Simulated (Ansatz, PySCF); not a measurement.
The PySCF input:
```python
from pyscf import gto, scf, dft

mol = gto.Mole()
mol.atom = '''
    Ga   -0.113187    0.044696   -0.082483
    C    -1.921726   -0.982946   -0.555037
    H    -1.857334   -1.242487   -1.613324
    H    -2.743211   -0.296523   -0.343974
    H    -1.913526   -1.858573    0.096770
    C    -0.375921    1.890249   -1.119339
    H    -0.667347    1.643297   -2.141419
    H     0.598654    2.377794   -1.054963
    H    -1.156774    2.432710   -0.583163
    Cl    1.472601   -0.581506    1.073136
'''
mol.basis = 'sto-3g'
mol.charge = 1
mol.spin = 1
mol.verbose = 4
mol.build()

mf = dft.UKS(mol)
mf.xc = 'wb97x'
mf.grids.atom_grid = (99, 590)
mf.grids.prune = None
mf.kernel()
```

Question: Give the equivalent Ansatz (an electronic-structure program) input.

Answer: This is not unique; one that fits is 
Ansatz 0.2 input:
```yaml
crystal:
  periodic: [false, false, false]
  atoms:
    - {symbol: Ga, position_ang: [-0.11318702, 0.04469571, -0.08248336]}
    - {symbol: C, position_ang: [-1.92172568, -0.98294550, -0.55503717]}
    - {symbol: H, position_ang: [-1.85733445, -1.24248750, -1.61332384]}
    - {symbol: H, position_ang: [-2.74321140, -0.29652337, -0.34397420]}
    - {symbol: H, position_ang: [-1.91352618, -1.85857301, 0.09676954]}
    - {symbol: C, position_ang: [-0.37592146, 1.89024885, -1.11933910]}
    - {symbol: H, position_ang: [-0.66734654, 1.64329702, -2.14141930]}
    - {symbol: H, position_ang: [0.59865420, 2.37779450, -1.05496299]}
    - {symbol: H, position_ang: [-1.15677370, 2.43270961, -0.58316277]}
    - {symbol: Cl, position_ang: [1.47260108, -0.58150613, 1.07313619]}
basis:
  gaussian:
    orbitals: STO-3G
hamiltonian:
  xc: {name: wB97X}
total_charge: 1
magnetization: {spin_polarized: true, initial_magnetization: 1}
accuracy: high
```

Both were run: PySCF gave -2436.174796 Eh and Ansatz -2436.174785 Eh, 0.011 mEh apart.
